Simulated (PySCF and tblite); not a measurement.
Values are calculated unless marked as measured or tabulated.
System: CH₄BF₂N, numbered as in [CH3:1][NH:2][B:3]([F:4])[F:5].

Motion: rotation about the B3–N2 bond (torsion F4–B3–N2–C1 from 180° to 360°, rising). GFN2-xTB gives an electronic barrier of 20.2 kcal/mol.

PBE0/pcSseg-1 + D3(BJ) on B3LYP-D3(BJ)/def2-SVP geometries gives 21.1 kcal/mol and k(298 K) = 0.037 s⁻¹.

Problem. What does B97-D/pcSseg-1 + D3(BJ) give on B3LYP-D3(BJ)/def2-SVP geometries?

Solution. A barrier of 20.2 kcal/mol, 0.9 below the first DFT barrier (from unrounded values) and, with GFN2-xTB thermal terms, ΔG‡(298 K) = 19.3 kcal/mol and k = 0.17 s⁻¹ (4 equivalent paths).

Problem. At the first level the ¹⁹F lines of F4 / F5 span 1360 Hz and merge at 444 K (200 MHz). What does the second level predict?

Solution. A span of 1545 Hz and merging at 426 K.

Programs: tblite and PySCF.
